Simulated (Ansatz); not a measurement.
A CCSD(T) single point on `[SiH3][CH2][AlH][GaH2]`.

```yaml
crystal:
  periodic: [false, false, false]
  atoms:
    - {symbol: Si, position_ang: [-1.291676, 0.636816, 0.206809]}
    - {symbol: C, position_ang: [0.027193, 0.338730, 1.471892]}
    - {symbol: Al, position_ang: [1.645193, -0.118685, 0.428549]}
    - {symbol: Ga, position_ang: [0.740433, -0.998840, -1.738285]}
    - {symbol: H, position_ang: [-1.105970, 1.939949, -0.483532]}
    - {symbol: H, position_ang: [-2.704743, 0.518846, 0.658179]}
    - {symbol: H, position_ang: [-1.155618, -0.413739, -0.888527]}
    - {symbol: H, position_ang: [0.126893, 1.161731, 2.183823]}
    - {symbol: H, position_ang: [-0.231390, -0.563884, 2.044082]}
    - {symbol: H, position_ang: [3.100493, 0.116588, 1.031566]}
    - {symbol: H, position_ang: [0.256688, -2.497657, -1.873437]}
    - {symbol: H, position_ang: [0.592491, -0.119846, -3.041121]}
basis:
  gaussian: {orbitals: def2-TZVPP}
correlation: {method: ccsd_t}
output: {orbitals: {seedname: orbitals}}
```

```sh
$ ansatz run in.yaml --threads 4 --pin off --events-out ev --progress --plain --max-ram 10444MiB
```

The program prints (abridged):

```
Functional definition: HF
1605 factors; integrals over basis functions are off by at most 1.2e-3 eV
mean field evaluation 1: about -67933.3043 eV, gradient 3.2e1 eV
mean field evaluation 2: about -67933.4600 eV, gradient 3.2e1 eV
mean field evaluation 4: about -67936.7411 eV, gradient 3.8e0 eV
mean field evaluation 8: about -67936.8084 eV, gradient 2.7e-1 eV
mean field -67936.80880217 eV, -2496.6316742569 hartree, gradient 1.5e-6 eV, S^2 0.000000; 0 other end points of the search recorded, 0 dependent functions left out
20 core orbitals not correlated: weight in the atoms' cores, before any rotation towards them, 1.000 or more for the frozen orbitals, at most 0.000 for the correlated occupied ones
reference -67936.80880217 eV, -2496.6316742569 hartree; 16, 16 occupied and 239, 239 virtual orbitals, 1605 factors
second order -16.98325468 eV of doubles, -0.00000000 eV of singles
cycle   1  -17.65933444 eV  change   -6.8e-1 eV  update   1.1e-1
cycle   2  -18.32423955 eV  change   -6.6e-1 eV  update   3.6e-2
cycle   3  -18.42366391 eV  change   -9.9e-2 eV  update   1.7e-2
cycle   4  -18.41726791 eV  change    6.4e-3 eV  update   4.4e-3
cycle   5  -18.41565361 eV  change    1.6e-3 eV  update   1.7e-3
cycle   6  -18.41524387 eV  change    4.1e-4 eV  update   5.5e-4
cycle   7  -18.41518098 eV  change    6.3e-5 eV  update   2.2e-4
cycle   8  -18.41524605 eV  change   -6.5e-5 eV  update   8.0e-5
cycle   9  -18.41526728 eV  change   -2.1e-5 eV  update   3.0e-5
perturbative correction -0.71001012 eV, -0.0260923906 hartree
Total energy: -67955.93407957 eV, -2497.3345152377 hartree
```

Run time 53 s (4 threads of an Intel Xeon 6975P-C on a shared host); peak host memory 7.3 GiB.

MP2 recovers 88.8 % of the CCSD(T) correlation energy and the triples give 3.7 %; T1 = 0.0132.
